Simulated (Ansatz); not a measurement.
The cluster Mg4O4⁻, relaxed as a doublet with UKS PBE0-D4/def2-SVPD in Ansatz, starting from the GFN1-xTB geometry. Force threshold 0.02 eV/Å.

The highest occupied level of the charge -1 doublet lies above zero (up to 0.08 eV). It is a level of α spin, whose loss leaves a singlet; that state wasn't run at this geometry and level. The electron is either unbound and held by the finite basis, or the level is raised by self-interaction error. The relaxation made no stability test and no search for a lower SCF solution. The structure comes from a short search, and lower isomers may exist.

Start:

```xyz
8

Mg    1.957   -0.497   -0.946
Mg   -1.323   -0.167   -1.920
Mg    1.149    0.167    1.723
Mg   -1.701    0.430    0.848
O    -0.544    0.529    2.239
O     0.482   -0.473   -2.023
O     2.617   -0.261    0.764
O    -2.637    0.271   -0.686
```

```csv
step,energy (eV),largest force component (eV/Å),SCF passes
1,-29940.5052,0.575,23
2,-29940.6031,0.313,24
3,-29940.7112,0.237,27
4,-29940.7691,0.088,28
5,-29940.7758,0.137,27
6,-29940.7809,0.004,24
```

Force components are those of the run's own axes.

End:

Cartesian coordinates in Å:
```
Mg 1.765 -0.476 -1.013
Mg -1.072 -0.185 -1.784
Mg 1.072 0.185 1.784
Mg -1.765 0.476 1.013
O -0.607 0.580 2.452
O 0.607 -0.580 -2.452
O 2.486 -0.255 0.676
O -2.486 0.255 -0.676
```

By distances, no bond broke or formed. The bond that changes most is Mg4–O8, from 1.80 to 1.85 Å (atoms count from 1). The end is the same structure that another start reached.

No frequencies were taken in this run, so the end may be a saddle point.

Run time 48 s (4 threads of Arm Neoverse V2 on a shared host), peak host memory 0.8 GiB.
